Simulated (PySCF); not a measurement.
Ge(Cl)2 anion (Cl2Ge), SMILES [Cl][Ge][Cl] (connectivity only; charge and spin as stated), charge -1, multiplicity 2.

Geometry optimised at r2SCAN-D4/def2-SVPD. The multiplicity is an assumed one; other spin states were not compared. The isomer is the one that the SMILES or the coordinates give; other isomers of the formula were not compared.

Calculation: r2SCAN-D4/def2-SVPD (PySCF 2.14.0).

Frequencies are harmonic and unscaled.

Computed vibrational spectrum:
```json
[
 {"mode": "1", "ν (cm⁻¹)": "116", "IR (km/mol)": "0.1", "moving atoms (share of kinetic energy)": "Cl 84 %, Ge 16 %"},
 {"mode": "2", "ν (cm⁻¹)": "270", "IR (km/mol)": "109.2", "moving atoms (share of kinetic energy)": "Cl 64 %, Ge 36 %"},
 {"mode": "3", "ν (cm⁻¹)": "303", "IR (km/mol)": "48.6", "moving atoms (share of kinetic energy)": "Cl 66 %, Ge 34 %"}
]
```
